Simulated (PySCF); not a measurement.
C₆ coefficients of unlike pairs at PBE

Calculated with PySCF 2.14 from the dipole response of each species, C₆(A,B) = (3/π) ∫ α_A(iu) α_B(iu) du, in atomic units, from isotropic polarisabilities. For ions this is the dispersion term alone; charge-induced terms of lower order in 1/R come first.

```csv
species,configuration,basis,relativity,α (bohr³),C₆ (like pair)
Ga⁺,[Ar] 3d10 4s2 (1S),"x2c-QZVPPall with one added diffuse shell each of s, p, d, f type (12s8p6d5f1g)",spin-free X2C,17.37,88.04
Ge⁺,[Ar] 3d10 4s2 4p1 (2P),"aug-cc-pVQZ-PP with one added diffuse shell each of s, p, d, f, g type with ECP10MDF (8s7p6d4f3g)",core potential,19.15,109.7
C³⁺,[He] 2s1 (2S),aug-cc-pwCVDZ (5s4p2d),none,3.095,2.447
Si²⁺,[Ne] 3s2 (1S),aug-cc-pV(D+d)Z (5s4p3d),none,11.63,39.57
```

(1) Estimate C₆ for Si²⁺ with Ge⁺.

No spin-orbit coupling is included.

The other pairs:

| pair | C₆ |
| --- | --- |
| Si²⁺, C³⁺ | 9.822 |
| C³⁺, Ga⁺ | 14.59 |
| Si²⁺, Ga⁺ | 58.84 |
| C³⁺, Ge⁺ | 16.32 |
| Ge⁺, Ga⁺ | 98.11 |

Results:

(1) The integral gives 65.81. The combination rule 2 C_A C_B / (C_A α_B/α_A + C_B α_A/α_B) gives 65.87 and the geometric mean 65.87.
